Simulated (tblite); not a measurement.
C7H2N3 (doublet state).
Geometry (GFN2-xTB, Å), atoms numbered from 1 in this order:
```
atom  x, y, z in Å
N1     3.3353    0.9952   -0.4779
C2     2.2999    0.5502   -0.2750
C3     1.0300   -0.0219   -0.0159
C4     0.9592   -1.3221    0.5071
C5    -0.3223   -1.7807    0.7195
N6    -1.3977   -1.1405    0.4874
C7    -1.3660    0.1016   -0.0118
C8    -2.5879    0.7776   -0.2558
N9    -3.5668    1.3365   -0.4578
C10   -0.1374    0.7005   -0.2797
H11    1.8450   -1.8980    0.7167
H12   -0.0900    1.7008   -0.6828
```

Computed geometry: GFN2-xTB, gas phase. This method treats the open shell by occupation alone, without spin polarisation.

Masses are those of the commonest isotopes; rigid-rotor values at the optimised geometry. 

(1) Give the principal moments of inertia and the rotational constants in MHz.

(2) What kind of rotor is it?

(3) Is it planar, by Δ = Ic − Ia − Ib?

(4) Where do the levels up to J = 5 lie, in MHz?

(5) Estimate the classical rotational partition function at 10 K, 298.15 K and 500 K.

Answers

(1) Ia = 160.69, Ib = 553.32, Ic = 714.01 u·Å²; 505379 MHz·u·Å²/I gives A = 3145, B = 913.4, C = 707.8 MHz.

(2) An asymmetric top; Ray's κ = -0.831.

(3) Planar: Δ = Ic − Ia − Ib = 0.00 u·Å². For a rigid frame Δ = −2 Σ m c², so it vanishes when all atoms lie in the ab plane; here none is more than 0.01 Å from it.

(4) Above 0(0,0):
J = 1: 1(0,1) 1621, 1(1,1) 3853, 1(1,0) 4058
J = 2: 2(0,2) 4850, 2(1,2) 6890, 2(1,1) 7506, 2(2,1) 14201, 2(2,0) 14215
J = 3: 3(0,3) 9660, 3(1,3) 11437, 3(1,2) 12669, 3(2,2) 19065, 3(2,1) 19132, 3(3,1) 30746, 3(3,0) 30746
J = 4: 4(0,4) 16012, 4(1,4) 17485, 4(1,3) 19536, 4(2,3) 25539, 4(2,2) 25739, 4(3,2) 37256, 4(3,1) 37260, 4(4,1) 53574, 4(4,0) 53574
J = 5: 5(0,5) 23863, 5(1,5) 25023, 5(1,4) 28091, 5(2,4) 33615, 5(2,3) 34069, 5(3,3) 45403, 5(3,2) 45418, 5(4,2) 61710, 5(4,1) 61710, 5(5,1) 82692, 5(5,0) 82692

(5) Point group Cs, symmetry number σ = 1; q = (√π/σ)·√((kT/h)³/(ABC)), k/h = 20836.6 MHz/K: 3740 at 10 K, 609000 at 298.15 K, 1320000 at 500 K.

For this open shell read J as N, the rotation without spin; fine and hyperfine splittings come on top. Its GFN2-xTB frequencies are all real (lowest 101 cm⁻¹). Constants of a rigid frame at the computed geometry: no zero-point averaging, no centrifugal distortion.
